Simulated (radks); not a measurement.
The aluminium ion Al8+, configuration [He] 2s2 2p1. All-electron calculation, scalar-relativistic Kohn-Sham, PBE, spin-polarised, spherical densities, finite nucleus; open shells are filled with parallel spins first; Fermi nuclear charge, rms radius 3.061 fm. Program: a radial shooting solver on a logarithmic mesh with Libxc functionals.

Radial electron density D(r) = 4 pi r^2 rho(r):

| r (bohr) | D(r) (e/bohr) | spin D(r) |
|---|---|---|
| 0.0131 | 2.252 | -0.0000416 |
| 0.01626 | 3.189 | 0.000117 |
| 0.02034 | 4.479 | 0.000590 |
| 0.02545 | 6.125 | 0.00180 |
| 0.03184 | 8.102 | 0.00468 |
| 0.03951 | 10.20 | 0.0108 |
| 0.04943 | 12.31 | 0.0244 |
| 0.06185 | 13.94 | 0.0524 |
| 0.07737 | 14.56 | 0.107 |
| 0.09603 | 13.84 | 0.204 |
| 0.1201 | 11.71 | 0.374 |
| 0.1503 | 8.747 | 0.643 |
| 0.188 | 6.069 | 1.02 |
| 0.2334 | 4.746 | 1.45 |
| 0.292 | 4.938 | 1.86 |
| 0.3653 | 5.859 | 2.05 |
| 0.457 | 6.081 | 1.87 |
| 0.5672 | 4.926 | 1.37 |
| 0.7096 | 2.880 | 0.747 |
| 0.8877 | 1.149 | 0.285 |
| 1.111 | 0.2893 | 0.0708 |
| 1.378 | 0.04472 | 0.0111 |
| 1.724 | 0.003240 | 0.000843 |

D(r) has 2 maxima, at r = 0.0768, 0.425 bohr, and minima at 0.253 bohr, inside which lie 2.17 electrons.
